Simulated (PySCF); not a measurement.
[(Cl)3Si]2NH.
Cartesian coordinates in Å at the PBE0-D3(BJ)/def2-SVP level; atoms count from 1:
```
atom  x, y, z in Å
Si1   -1.3138   -0.6244   -0.5617
Cl2   -2.5664    0.2230   -1.9370
Cl3   -2.4423   -1.3105    0.9962
Cl4   -0.3207   -2.2037   -1.3830
N5    -0.1894    0.5798   -0.0778
Si6    1.3930    0.4515    0.5774
Cl7    2.8313    0.3117   -0.8634
Cl8    1.5199   -1.1926    1.7751
Cl9    1.7381    2.1515    1.6554
H10   -0.5252    1.5368   -0.1768
```

The closed-shell ground state was solved at several levels (PySCF, density fitting, gas phase, non-relativistic).

| level | basis functions | total energy (Eh) | HOMO (eV) | LUMO (eV) | gap (eV) | dipole (D) |
| --- | --- | --- | --- | --- | --- | --- |
| wB97X-D/pcSseg-1 | 214 | -3395.7353 | -11.04 | 1.15 | 12.19 | 1.50 |
| wB97X-D/def2-SVPD | 238 | -3394.8345 | -10.88 | 0.87 | 11.75 | 1.25 |

(1) Estimate the row for PBE0/pcSseg-1, a basis of 214 functions; the other rows only guide the guess.

(2) Over all these levels, which gives the widest orbital gap and which the narrowest?

(3) How far do the dipole and the HOMO energy spread over the levels?

## Answers

(1) Total energy -3394.5702 Eh, HOMO -9.11 eV, LUMO -0.56 eV, gap 8.55 eV, dipole 1.46 D.

(2) wB97X-D/pcSseg-1 (range-separated hybrid) has the widest, 12.19 eV, and PBE0/pcSseg-1 (global hybrid, 25 % exact exchange) the narrowest, 8.55 eV. The two share the basis. From the narrowest to the widest the HOMO moves by -1.93 eV and the LUMO by +1.71 eV.

(3) The dipole runs from 1.25 to 1.50 D (mean 1.40 D) and the HOMO from -11.04 to -9.11 eV.

wB97X-D is run here without its empirical dispersion term; that term would change no orbital, density or response property at a fixed geometry.
